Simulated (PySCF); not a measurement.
**Electron correlation in O²⁺ (oxygen, charge +2)**

[He] 2s2 2p2, high-spin 3P determinant. Calculation: PySCF 2.14, in aug-cc-pwCVTZ (7s6p4d2f, 59 functions); the non-relativistic Hamiltonian (point nucleus). Frozen: nothing; 6 electrons correlated.

| level | correlation energy (mhartree) |
| --- | --- |
| CCSD | -150.39 |
| (T) | -1.70 |
| CCSD(T) | -152.09 |

Diagnostics: T1 = 0.0041, D1 = 0.0100, largest double amplitude 0.120.

Cost of the coupled-cluster step: of the order of 9 core-seconds, for 6 correlated electrons.

Iterations:

```
CC2 = 0
CCSD nocc = (np.int64(4), np.int64(2)), nmo = (59, 59)
frozen orbitals [[], []]
max_cycle = 100
direct = 0
conv_tol = 1e-08
conv_tol_normt = 1e-06
diis_space = 8
diis_start_cycle = 0
Init t2, MP2 energy = -0.128053761888314
Init E_corr(UCCSD) = -0.128053761888629
cycle = 1  E_corr(UCCSD) = -0.143274900630846  dE = -0.0152211387  norm(t1,t2) = 0.0354565
cycle = 2  E_corr(UCCSD) = -0.147378852716954  dE = -0.00410395209  norm(t1,t2) = 0.0158562
cycle = 3  E_corr(UCCSD) = -0.150452284724905  dE = -0.00307343201  norm(t1,t2) = 0.00781938
cycle = 4  E_corr(UCCSD) = -0.150376132355787  dE = 7.61523691e-05  norm(t1,t2) = 0.000746161
cycle = 5  E_corr(UCCSD) = -0.15039055480561  dE = -1.44224498e-05  norm(t1,t2) = 9.08871e-05
cycle = 6  E_corr(UCCSD) = -0.150387585039891  dE = 2.96976572e-06  norm(t1,t2) = 1.37402e-05
cycle = 7  E_corr(UCCSD) = -0.150388419964533  dE = -8.34924642e-07  norm(t1,t2) = 2.98406e-06
cycle = 8  E_corr(UCCSD) = -0.150388321953005  dE = 9.80115283e-08  norm(t1,t2) = 5.81691e-07
cycle = 9  E_corr(UCCSD) = -0.150388308827255  dE = 1.31257504e-08  norm(t1,t2) = 8.70057e-08
cycle = 10  E_corr(UCCSD) = -0.150388313180928  dE = -4.3536732e-09  norm(t1,t2) = 1.46516e-08
UCCSD converged
E(UCCSD) = -73.25147541604861  E_corr = -0.1503883131809279
UCCSD(T) correction = -0.00170485682142545
```
